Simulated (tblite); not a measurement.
C2H11FO2Si3.
Atom-mapped SMILES: `[CH3:1][C@@H:2]([F:3])[SiH:4]([O:5][SiH3:6])[O:7][SiH3:8]` (hydrogens: H9, H10, H11 on C1; H12 on C2; H13 on Si4; H14, H15, H16 on Si6; H17, H18, H19 on Si8)

Computed geometry: GFN2-xTB, gas phase.

Q: List the bond lengths, angles and torsions at this level.

A: 
```csv
bond,length (Å)
C1–C2,1.519
C2–F3,1.396
C2–Si4,1.911
Si4–O5,1.617
O5–Si6,1.625
Si4–O7,1.611
O7–Si8,1.625
"C1–H9, C1–H10, C1–H11",1.087
C2–H12,1.097
Si4–H13,1.454
"Si6–H14, Si6–H15, Si6–H16",1.462
"Si8–H17, Si8–H18, Si8–H19",1.462
```

Bonds in one row agree within 0.01 Å and their mean is given. A selection of angles:
```csv
angle,degrees
C1–C2–F3,108.3
C1–C2–Si4,113.6
F3–C2–Si4,108.4
C2–Si4–O5,106.0
C2–Si4–O7,108.8
O5–Si4–O7,110.3
Si4–O5–Si6,149.5
Si4–O7–Si8,153.4
```

Torsions: C1–C2–Si4–O5 44° (synclinal); C2–Si4–O5–Si6 159° (antiperiplanar); C2–Si4–O7–Si8 -136° (anticlinal).

Si8 (oxygen-bound silicon) is distorted tetrahedral (angles from 103.3° to 113.0°). Of the pairs four or more bonds apart, Si6···Si8 is among the closest relative to their van der Waals radii: 4.25 Å, 101 % of the sum of Bondi's values. Si4 (oxygen-bound silicon) is distorted tetrahedral (angles from 106.0° to 113.9°). Si6 (oxygen-bound silicon) is distorted tetrahedral (angles from 103.0° to 112.9°).

Point group: C1 (no symmetry element, even within 0.4 Å). GFN2-xTB frequencies show an imaginary mode (27i cm⁻¹), so the point is no minimum at that level. 3 starts were optimised and ended at 0.00, 0.12 and 0.34 kcal/mol (GFN2-xTB); the lowest of these is shown.

The run took 4.0 s on one thread, Arm Neoverse N1 (aarch64), no GPU, shared host with 64 logical CPUs at a one-minute load of 61. These figures are those of the optimisation.
